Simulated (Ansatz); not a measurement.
A nudged elastic band was laid between two geometries of AlH7O2Si (11 atoms, charge 0, multiplicity 1).

Theory: Ansatz, RHF/6-31G*.

```json
{"movable images": "4", "climbing image": "no", "spring": "5.0 eV/Å²", "optimiser": "quadratic models (default)", "start path": "through a guess of the saddle point", "force threshold": "0.03 eV/Å", "iteration limit": "60", "end points": "relaxed"}
```

Initial state:

```xyz
11
Properties=species:S:1:pos:R:3
Al -0.068 0.186 0.315
O -0.672 -0.031 1.922
Si -1.500 -0.757 3.104
H -2.530 -1.678 2.577
H -0.606 -1.536 3.989
H -2.185 0.252 3.943
H 1.433 -0.277 0.035
H -1.136 0.159 -0.858
O 0.296 2.150 0.651
H 1.205 2.422 0.566
H 0.005 2.347 1.538
```

Final state:

```xyz
11
Properties=species:S:1:pos:R:3
Al -0.052 0.547 0.175
O -0.343 0.268 2.137
Si -1.457 -0.622 3.054
H -1.666 -1.864 2.310
H -0.852 -0.867 4.369
H -2.696 0.149 3.200
H 1.064 -0.502 -0.277
H -1.540 0.361 -0.368
O 0.500 2.155 0.545
H 1.287 2.513 0.165
H -0.004 1.097 2.473
```

(1) What changes between the two ends?

(2) Give the energies along the band, and the barrier.

(3) What is the geometry of the highest image?

The band took 26 iterations and roughly 3 core-minutes.

Results:

(1) Bonds broken: O9–H11. Bonds formed: O2–H11.

(2) The run converged. The highest image is number 3 of 0 to 5, 0.47 eV above the first end and 0.09 eV above the last; the last end lies 0.38 eV above the first. No image climbed, so the highest image needn't sit at the top of the path. A band with more images between the same ends climbed to 0.91 eV, so this one has probably stepped over the top. The orbitals stay closed-shell, which can raise the energy where a bond breaks towards radicals; this wasn't checked here.

| image | path coordinate (Å) | energy (eV) | O9–H11 (Å) | O2–H11 (Å) |
| --- | --- | --- | --- | --- |
| 0 | 0.00 | 0.00 | 0.95 | 2.50 |
| 1 | 0.73 | 0.01 | 0.96 | 2.32 |
| 2 | 1.47 | 0.47 | 1.04 | 1.56 |
| 3 | 2.20 | 0.47 | 1.83 | 0.97 |
| 4 | 2.93 | 0.39 | 2.21 | 0.96 |
| 5 | 3.66 | 0.38 | 2.26 | 0.96 |

(3) 
```xyz
11
Properties=species:S:1:pos:R:3:forces:R:3
Al 0.023 0.488 0.081 0.07 0.13 -0.07
O -0.543 0.263 1.975 0.00 0.08 0.03
Si -1.447 -0.617 3.092 -0.01 0.01 0.03
H -2.083 -1.712 2.356 0.03 0.03 -0.03
H -0.549 -1.137 4.131 0.01 0.00 0.00
H -2.440 0.284 3.688 -0.01 0.01 0.00
H 1.318 -0.408 -0.158 -0.01 -0.03 0.01
H -1.285 0.252 -0.788 0.00 -0.01 0.03
O 0.332 2.128 0.655 0.05 0.04 -0.15
H 1.197 2.506 0.642 0.06 0.04 -0.12
H -0.283 1.191 2.108 -0.20 -0.30 0.26
```

Time of the run: 3 min on 1 thread of Arm Neoverse V1, on a shared host, peak memory 0.15 GiB.
